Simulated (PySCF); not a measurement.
C₃H₇NOSi, SMILES C[C@H]1OC=N[SiH2]1.

Geometry optimised at B3LYP-D3(BJ)/def2-SVP. The structure was generated by enumeration; whether it is a known compound was not checked. Other conformers were not sampled.

Two levels are set side by side: PBE/def2-TZVP (PySCF) and PBE0/def2-TZVP (PySCF). Same geometry, gas phase. Differences are taken from unrounded values.

```tsv
quantity	PBE0	PBE	PBE minus PBE0
orbital gap (eV)	7.61	5.12	-2.49
highest occupied level (eV)	-7.66	-6.24	1.42
lowest empty level (eV)	-0.05	-1.12	-1.07
dipole moment (D)	2.05	2.05	0.00
mean polarisability (bohr³)	68.2	70.9	2.7
```

Without exact exchange PBE keeps part of each electron's self-repulsion, which lifts occupied levels and narrows the gap. Loosely held outer electrons make PBE densities more polarisable. Differences between two approximate levels are no errors against the true value.

Rough cost on one machine, each run with all the roots and properties that it gave: PBE0 against PBE within a factor of 2.
